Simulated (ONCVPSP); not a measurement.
I (Z = 53): one change to an ONCV potential, before and after

iodine, optimised norm-conserving Vanderbilt (ONCV), made with ONCVPSP 4.0.1 (BLYP, scalar-relativistic). Core [Kr], reference 4d10 5s2 5p5. Waves: 5s: rc 1.45 bohr, ncon 5, nbas 9, qcut 4 1/bohr, 2 projectors, debl 0.5 Ha; 5p: rc 2.05 bohr, ncon 5, nbas 8, qcut 4.6 1/bohr, 2 projectors, debl 2.9 Ha; 4d: rc 1.05 bohr, ncon 4, nbas 9, qcut 11.9 1/bohr, 2 projectors, debl 0.9 Ha. Local part: polynomial inside 0.95 bohr (lpopt 5, dvloc0 4 Ha). Core correction: none.

In the s channel the program set the typed energies aside and used -0.635, 0.250 Ha. In the d channel the program set the typed energies aside and used -1.840, 0.250 Ha.

Change: s: rc 1.6.

Cutoffs: the cutoffs (Ha) at which the residual kinetic energy of the hardest occupied pseudo-wave falls to 1 and 0.1 mHa per electron; they do not see the model core or the augmentation charge, which bear on the density cutoff. Errors are all-electron minus pseudo energies relative to the spin-unpolarised reference configuration.

**Question.** What does the change do?

**Answer.** The potential gets softer (103 Ha and 116 Ha → 70 Ha and 89 Ha); both files keep a bound ghost (s); the errors of the 3 common tests hardly move. A larger radius leaves more room for a smooth pseudo-wave, so fewer plane waves are needed.

```tsv
quantity	base	changed
cutoff, loose	103 Ha	70 Ha
cutoff, tight	116 Ha	89 Ha
loose cutoff by channel	s 103 Ha, p 8.6 Ha, d 56 Ha	s 70 Ha, p 8.6 Ha, d 56 Ha
bound ghosts	s	s
GHOST(+) flags under 300 eV	p at 12.6 eV	p at 12.6 eV
tests with a reliable result	3 of 4	3 of 4
error for 4d10 5s2 5p4, meV [ΔE 10.96 eV]	-1.2	-1.2
error for 4d10 5s2 5p3, meV [ΔE 30.65 eV]	+2.6	+2.7
error for 4d9 5s2 5p5, meV [ΔE 58.02 eV]	-321	-332
p: phases at 2.08 bohr within 0.05 rad from the reference energy up to (Ha; the scan ends near 5)	0.4	0.4
d: phases at 1.07 bohr within 0.05 rad from the reference energy up to (Ha; the scan ends near 5)	to the end of the scan	to the end of the scan
```

 A true bound ghost makes a file unfit for plane-wave use even where its test errors are small: the radial tests pick states by their node count and pass the ghost by.
